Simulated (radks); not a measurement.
Valence configurations of Ru I (all share [Kr]). Calculated with a radial shooting solver on a logarithmic mesh with Libxc functionals: Dirac Kohn-Sham, PBE, spin-unpolarised, spherical densities, finite nucleus; open shells are shared between the two j in proportion to 2j + 1; Fermi nuclear charge, rms radius 4.4809 fm. Energies are relative to 4d7 5s1; eigenvalues in eV.

| valence | E (eV) | e(4d3/2) | e(4d5/2) | e(5p1/2) | e(5p3/2) | e(5s1/2) |
|---|---|---|---|---|---|---|
| 4d8 | -0.334 | -3.333 | -3.039 | - | - | - |
| 4d7.5 5s0.5 | -0.318 | -4.304 | -3.997 | - | - | -3.800 |
| 4d7 5s1 | 0.000 | -5.398 | -5.077 | - | - | -4.240 |
| 4d7 5s0.5 5p0.5 | 1.693 | -6.226 | -5.901 | -1.434 | -1.322 | -4.821 |
| 4d6 5s2 | 1.701 | -7.882 | -7.531 | - | - | -5.187 |
| 4d7 5p1 | 3.458 | -6.961 | -6.634 | -1.806 | -1.682 | - |
| 4d6.5 5s0.5 5p1 | 4.362 | -8.121 | -7.779 | -2.001 | -1.856 | -5.736 |
| 4d6 5s1 5p1 | 5.649 | -9.367 | -9.010 | -2.212 | -2.046 | -6.173 |
| 4d5 5s2 5p1 | 9.499 | -12.073 | -11.686 | -2.668 | -2.458 | -7.084 |
| 4d5 5s1 5p2 | 14.152 | -13.322 | -12.931 | -3.262 | -3.030 | -7.853 |

NIST lists [Kr] 4d7 5s1 as the ground configuration; this level of theory puts 4d8 lower, by 0.334 eV. The energies are those of spherical spin-averaged densities, not of single terms.
